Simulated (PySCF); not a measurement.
Match the calculated data to a structure.

All candidates are C7H11PS.

- UV, strongest line: among the 10 lowest singlet transitions: S5 at 6.16 eV (201 nm, f = 0.186) [TDDFT CAM-B3LYP/def2-SVPD]
- 1H NMR: chemical shifts (computed TMS as zero) by class: 8.04 (1 H), 7.70 (1 H), 1.41 (9 H) ppm [GIAO HF/pcSseg-1]
- Rotational structure: rotational constants A, B, C: 1.954, 1.009, 0.779 GHz [PBE0-D3(BJ)/def2-SVP]
- Triplet: lowest triplet excitation (Tamm–Dancoff): 3.04 eV [TDA CAM-B3LYP/def2-SVPD]
- Dipole: 1.02 D [CAM-B3LYP/def2-SVPD]
- 13C NMR: chemical shifts (computed TMS as zero) by class: 231.8 (1 C), 149.5 (1 C), 147.5 (1 C), 33.4 (3 C), 32.0 (1 C) ppm [GIAO HF/pcSseg-1]
- NMR, other nuclei: isotropic shieldings of nuclei other than C and H, by class: 134 (1 P), 253 (1 S) ppm [GIAO HF/pcSseg-1]
- Valence photoelectron: vertical ionisation energy: 8.41 eV [ΔSCF CAM-B3LYP/def2-SVPD]
- UV, first state: lowest singlet excitation: 4.91 eV (253 nm, f = 0.134) [TDDFT CAM-B3LYP/def2-SVPD]
- Polarisability: 123.3 au [CAM-B3LYP/def2-SVPD]

Gas-phase values; electronic properties from PySCF, density fitting. Levels stand in brackets. Geometry: PBE0-D3(BJ)/def2-SVP; no solvent, vibrations or thermal averaging. NMR classes are plain means over equivalent atoms (diastereotopic ones count apart unless rotation or inversion swaps them), as if these changed places fast.

Question: Which candidate is it?
A. `CC(C)(C)c1pccs1`
B. `CC[P@@]1(=S)C=CC(C)=C1`
C. `C[C@H]1C=C[P@@](C)(=S)C=C1`
D. `C=CC1=CC[P@@](C)(=S)C1`

Answer: A. It is `CC(C)(C)c1pccs1`. Numbering: `[CH3:1][C:2]([CH3:3])([CH3:4])[c:5]1[p:6][cH:7][cH:8][s:9]1`. 7 carbons fall into 5 classes; from least to most shielded: substituted aromatic carbon [C5] (231.8 ppm), aromatic CH carbon [C7] (149.5 ppm), aromatic CH next to a ring sulfur [C8] (147.5 ppm), methyl carbon [C1/C3/C4] (33.4 ppm, 3 C, up to 4.5 ppm apart in this geometry), benzylic-type carbon [C2] (32.0 ppm). Hydrogen classes from least to most shielded: 1 H on an aromatic CH next to a ring sulfur, C8 (8.04 ppm), 1 H on an aromatic CH carbon, C7 (7.70 ppm), 9 H on 3 methyl carbons, C1/C3/C4 (1.41 ppm, a mean of values up to 0.7 ppm apart in this geometry). The other shieldings belong to: 134 ppm, phosphorus bonded to 2 C [P6]; 253 ppm, thiophene-type sulfur [S9]. The first electron is taken from the HOMO, whose largest Löwdin shares are 0.31 on the phosphorus bonded to 2 C, 0.28 on the substituted aromatic carbon, 0.14 on the aromatic CH next to a ring sulfur and 0.11 on the thiophene-type sulfur. By its constants the optimised geometry is an asymmetric top.

The others, at the same levels:
- `CC[P@@]1(=S)C=CC(C)=C1` fails: it has 7 carbon classes against 5; its computed 13C shifts are 160.8 (1 C), 150.7 (1 C), 142.5 (1 C), 130.6 (1 C), 26.1 (1 C), 19.3 (1 C), 7.1 (1 C) ppm, 1H shifts are 6.64 (1 H), 6.22 (1 H), 5.68 (1 H), 2.06 (3 H), 1.66 (1 H), 1.64 (1 H), 0.78 (3 H) ppm and rotational constant A is 1.590 GHz (against 1.954 GHz).
- `C[C@H]1C=C[P@@](C)(=S)C=C1` fails: its computed vertical ionisation energy is 8.07 eV (against 8.41 eV), lowest triplet excitation (Tamm–Dancoff) is 4.12 eV (against 3.04 eV) and static isotropic polarisability is 128.8 au (against 123.3 au).
- `C=CC1=CC[P@@](C)(=S)C1` fails: its computed lowest singlet excitation is 5.21 eV (238 nm, f = 0.027) (against 4.91 eV), strongest line among the 10 lowest singlet transitions is S3 at 5.56 eV (223 nm, f = 0.495) (against S5 at 6.16 eV) and static isotropic polarisability is 131.5 au (against 123.3 au).

Each candidate is one conformer, not necessarily the lowest. Dipoles, sizes and rotational constants follow the conformer. The torsions of the flexible species, by atom-mapped SMILES:
- `[CH3:1][C:2]([CH3:3])([CH3:4])[c:5]1[p:6][cH:7][cH:8][s:9]1`: C1–C2–C5–P6 4°
- `[CH3:1][CH2:2][P@@:3]1(=[S:4])[CH:5]=[CH:6][C:7]([CH3:8])=[CH:9]1`: C1–C2–P3–S4 -179°

The conformers of `C=CC1=CC[P@@](C)(=S)C1` aren't listed.
